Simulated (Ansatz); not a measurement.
Species: tribromo(fluoro)silane, sum formula SiBr$_{3}$F (charge 0, singlet). SMILES: F[Si](Br)(Br)Br
Coordinates optimised at B3LYP-D3(BJ)/def2-TZVP (Ansatz, a program for electronic structure):
```xyz
5

Si     0.0142     0.0186     0.4443
F      0.0649     0.0847     2.0267
Br     1.9353    -0.7822    -0.2629
Br    -1.6458    -1.3045    -0.1264
Br    -0.3119     2.0575    -0.3096
```

Wanted: atomisation energy (electronic, to ground-state atoms), in kcal/mol. Cores are frozen in the correlated levels unless marked. Open shells are spin-unrestricted. Spin-orbit coupling is left out. Frozen are the shells of the preceding noble gas and the d and f shells that filled before the atom's block. No relativistic terms. The coupled-cluster limit lacks core correlation, which all-electron functionals hold. CBS marks a two-point X^-3 extrapolation of the correlation energy; Hartree-Fock from the larger set. [CCSD(T)-MP2]/basis is that difference in the basis named.

```json
[
 {"level": "HF/6-31G", "program": "Ansatz", "atomisation energy (kcal/mol)": "168.3"},
 {"level": "BLYP-D3(BJ)/def2-TZVPD", "program": "Ansatz + dftd3", "atomisation energy (kcal/mol)": "376.1"}
]
```

### Question
Predict the RI-MP2/CBS(def2-TZVPPD,def2-QZVPPD)+[CCSD(T)-MP2]/def2-TZVPPD result (Ansatz).

### Answer
385.7 kcal/mol, so BLYP-D3(BJ)/def2-TZVPD differs from it by -9.6 kcal/mol.
